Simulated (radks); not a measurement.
Q: Spherical quantum dot in the effective-mass picture: electrons in a hard-walled sphere of radius 12.8, with a point charge +1 (a donor) at the centre, all in effective atomic units (hartree* = m*/eps^2 hartree, bohr* = eps/m* bohr), one dielectric constant everywhere. Method: non-relativistic Kohn-Sham, PBEsol, spin-polarised, spherical densities; computed with a radial shooting solver with Libxc functionals. Levels are named by radial order and angular momentum (1s, 1p, 1d, 2s, ...), and open shells are averaged over m. At N = 1 the configuration is 1s(up 1, down 0). Does electron 2 go into 1s down or 1p up?

A: Into 1s down. The total energies of the other choices lie higher by 0.0769 hartree* (1p up).
